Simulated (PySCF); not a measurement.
# Orbital picture of ZrO⁺

UHF at R = 1.683 Å; Zr def2-TZVPPD with ECP28, O def2-TZVPPD; scalar-relativistic core potentials (PySCF 2.14). State: ²Δ (doublet), unpaired electrons δ ↑. Only the outer orbitals are listed, counted within each symmetry, core potentials removing the inner ones.

```csv
spin,orbital,occ.,ε (eV),on Zr (%),main shells (%)
α,3σ,1,-49.58,83,"83 Zr p, 13 O s"
α,1π,1,-48.39,100,99 Zr p
α,1π,1,-48.39,100,99 Zr p
α,4σ,1,-35.64,21,"80 O s, 14 Zr p"
α,5σ,1,-17.91,28,"66 O p, 26 Zr d"
α,2π,1,-17.89,26,"74 O p, 22 Zr d"
α,2π,1,-17.89,26,"74 O p, 22 Zr d"
α,1δ,1,-14.70,100,100 Zr d
α,6σ,0,-6.01,105,"91 Zr s, 10 Zr p"
α,3π,0,-3.96,100,"75 Zr p, 24 Zr d"
α,3π,0,-3.96,100,"75 Zr p, 24 Zr d"
β,3σ,1,-49.20,81,"81 Zr p, 15 O s"
β,1π,1,-46.10,99,99 Zr p
β,1π,1,-46.10,99,99 Zr p
β,4σ,1,-36.31,22,"78 O s, 16 Zr p"
β,2π,1,-18.53,20,"80 O p, 16 Zr d"
β,2π,1,-18.53,20,"80 O p, 16 Zr d"
β,5σ,1,-18.43,23,"72 O p, 20 Zr d"
β,6σ,0,-5.59,108,"94 Zr s, 12 Zr p"
β,3π,0,-3.67,102,"80 Zr p, 22 Zr d"
β,3π,0,-3.67,102,"80 Zr p, 22 Zr d"
```

Question: Which are the highest filled and the lowest empty level, where do they sit, and how wide is the gap?

Answer: Highest filled α 1δ at -14.70 eV (in %: 100 Zr d); lowest empty α 6σ at -6.01 eV (in %: 91 Zr s, 10 Zr p); the gap at UHF is 8.69 eV.

| Item | Value |
| --- | --- |
| bond order (Mayer) | 2.16 |
| ⟨S²⟩ | 0.770 |
| charge on Zr (Mulliken, basis-dependent) | 1.55 |
| charge on Zr (Löwdin, basis-dependent) | 1.31 |
| dipole moment (positive dipole points towards O; it is taken about the centre of mass and depends on that origin) | -7.36 D |
| polarisability along the bond | 29.5 bohr³ |
| polarisability across the bond | 20.4 bohr³ |

Shares are Mulliken populations and can fall outside 0 to 100 %.

Spin–orbit coupling is left out. With d or f electrons several states lie close, and the lowest PBE0 determinant need not be the measured ground state.
